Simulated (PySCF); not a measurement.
Species: C6H13BO2.
Z-matrix (Å and degrees, PBE0-D3(BJ)/def2-SVP geometry), rows numbered from 1:
```
C 
C   1  1.5196
C   2  1.5213  1  113.04
C   3  1.5170  2  113.80  1  -178.28
C   4  1.5206  3  113.27  2  -178.34
C   5  1.5159  4  110.38  3  -173.44
O   6  1.4117  5  111.51  4    52.57
B   7  1.3579  6  119.97  5   -26.75
O   8  1.3584  7  123.08  6    -0.81
H   1  1.1020  2  111.21  3    59.96
H   1  1.1023  2  111.50  3   -59.74
H   1  1.1004  2  111.56  3   179.97
H   2  1.1046  1  109.78  3   122.08
H   2  1.1015  1  110.22  3  -121.58
H   3  1.1042  2  110.05  1    60.05
H   3  1.1047  2  109.82  1   -56.88
H   4  1.1079  3  108.53  2   -57.43
H   5  1.1040  4  109.02  3   -52.91
H   5  1.1012  4  110.20  3    64.54
H   6  1.1050  5  110.37  4   -68.61
H   6  1.1012  5  111.04  4   172.78
H   8  1.2057  7  118.40  6   179.11
```

All values: PBE0/pcSseg-1 (PySCF, non-relativistic), on one gas-phase PBE0-D3(BJ)/def2-SVP geometry that isn't relaxed in the solvent. The solvent is an IEF-PCM continuum (van der Waals radii × 1.2). Specific hydrogen bonds and non-electrostatic terms are outside this model.

Gas phase at PBE0/pcSseg-1: HOMO -8.27 eV, LUMO 0.81 eV, dipole 3.01 D.

What does the continuum do to the energy, the frontier levels and the dipole at PBE0/pcSseg-1 in dimethylsulfoxide?

| solvent | ε | E(solvent) − E(gas) (kJ/mol) | polarisation term (kJ/mol) | distortion of the solute (kJ/mol) | HOMO (eV) | LUMO (eV) | dipole (D) |
| --- | --- | --- | --- | --- | --- | --- | --- |
| dimethylsulfoxide | 46.83 | -18.91 | -22.47 | 3.56 | -8.24 | 0.82 | 4.04 |

Polarisation term: ½ Σ q·V over the induced surface charges. Distortion: the rise of the solute's own energy as its density leaves the gas-phase optimum.

Which radius a makes the point-dipole formula ΔE = −[(ε − 1)/(2ε + 1)]·μ²/a³ give the value in dimethylsulfoxide, with the gas-phase dipole?

μ = 1.186 au and |ΔE| = 0.00720 Eh give a = 2.41 Å; the farthest nucleus lies 4.23 Å from the centroid of the nuclei, so such a sphere wouldn't even hold the nuclei. The formula assumes a rigid point dipole at the centre of a sphere.

Which ESP-fitted charges (PBE0/pcSseg-1) respond most in dimethylsulfoxide (means over atoms taken as equivalent)?

| atoms | environment | gas (e) | solvent (e) | change |
| --- | --- | --- | --- | --- |
| O7 | boron-bound oxygen | -0.594 | -0.641 | -0.047 |
| O9 | boron-bound oxygen | -0.619 | -0.662 | -0.043 |
| B8 | three-coordinate boron | +0.706 | +0.738 | +0.032 |
| C5 | ring CH2 carbon | -0.443 | -0.423 | +0.020 |
| H14 | methylene hydrogen | -0.027 | -0.046 | -0.019 |
| H22 | B–H hydrogen | -0.161 | -0.180 | -0.019 |
| C2 | chain CH2 carbon | +0.334 | +0.352 | +0.018 |
| H15 | methylene hydrogen | +0.082 | +0.097 | +0.015 |
| H17 | methine hydrogen | -0.026 | -0.013 | +0.013 |
| H20 | methylene hydrogen | -0.012 | +0.001 | +0.013 |
| H19 | methylene hydrogen | +0.077 | +0.090 | +0.013 |
| C3 | chain CH2 carbon | -0.416 | -0.428 | -0.012 |

Which Mayer bond orders change most in dimethylsulfoxide?

```json
{"bond": "O9–C4", "length (Å)": "1.422", "gas": "0.846", "solvent": "0.820", "change": "-0.026"}
{"bond": "C6–O7", "length (Å)": "1.412", "gas": "0.884", "solvent": "0.860", "change": "-0.024"}
{"bond": "B8–O9", "length (Å)": "1.358", "gas": "1.156", "solvent": "1.170", "change": "+0.014"}
{"bond": "O7–B8", "length (Å)": "1.358", "gas": "1.165", "solvent": "1.176", "change": "+0.011"}
{"bond": "C4–C5", "length (Å)": "1.521", "gas": "1.022", "solvent": "1.029", "change": "+0.007"}
{"bond": "C5–C6", "length (Å)": "1.516", "gas": "1.059", "solvent": "1.065", "change": "+0.006"}
{"bond": "C5–H19", "length (Å)": "1.101", "gas": "0.937", "solvent": "0.933", "change": "-0.004"}
{"bond": "C2–H14", "length (Å)": "1.101", "gas": "0.943", "solvent": "0.946", "change": "+0.003"}
```
